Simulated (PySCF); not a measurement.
A composite method against measured constants

PySCF. The composite is CCSD(T) extrapolated to the basis-set limit from two correlation-consistent sets, with core-valence (CV) and scalar-relativistic (SR) terms as its label shows; it has no spin–orbit coupling and nothing beyond (T). Measured values: Huber and Herzberg, Constants of Diatomic Molecules (1979).

| molecule | composite | Re computed (Å) | Re measured (Å) | ωe computed (cm⁻¹) | ωe measured (cm⁻¹) |
| --- | --- | --- | --- | --- | --- |
| LiI | CCSD(T)/CBS(TQ)+CV | 2.3976 | 2.391924 | 499.5 | 498.16 |
| N2 | CCSD(T)/CBS(TQ)+CV+SR | 1.0970 | 1.097685 | 2371.0 | 2358.57 |
| PbS | CCSD(T)/CBS(DT)+CV | 2.2934 | 2.286863 | 437.4 | 429.4 |
| NO⁺ | CCSD(T)/CBS(TQ)+CV+SR | 1.0625 | 1.06322 | 2390.6 | 2376.42 |
| S2 | CCSD(T)/CBS(TQ)+SR | 1.8922 | 1.8892 | 733.4 | 725.65 |
| GeSe | CCSD(T)/CBS(DT) | 2.1426 | 2.134629 | 402.4 | 408.7 |
| LiH | CCSD(T)/CBS(TQ)+CV+SR | 1.5995 | 1.5957 | 1398.5 | 1405.65 |
| TlBr | CCSD(T)/CBS(DT)+CV | 2.6375 | 2.618191 | 191.6 | 192.1 |

Give the mean absolute errors, and the molecules missed most.

Re 6.0 mÅ, most for TlBr (+19.3 mÅ); ωe 7.2 cm⁻¹, most for NO⁺ (+14.2 cm⁻¹).

The molecules are drawn from runs that passed checks on state, spin purity and fit, so the hardest cases are missing and the errors look smaller than over all diatomics.

Correlated steps freeze the inner cores (1 to 13 orbitals); shallow outer-core shells are correlated. These are scalar-relativistic numbers at best; spin–orbit coupling would shift them, the dissociation energy most. The CCSD T1 diagnostic is raised in GeSe, PbS, a sign that a single reference may not be enough there. States were picked by a PBE0 search and need not be the measured ground states.
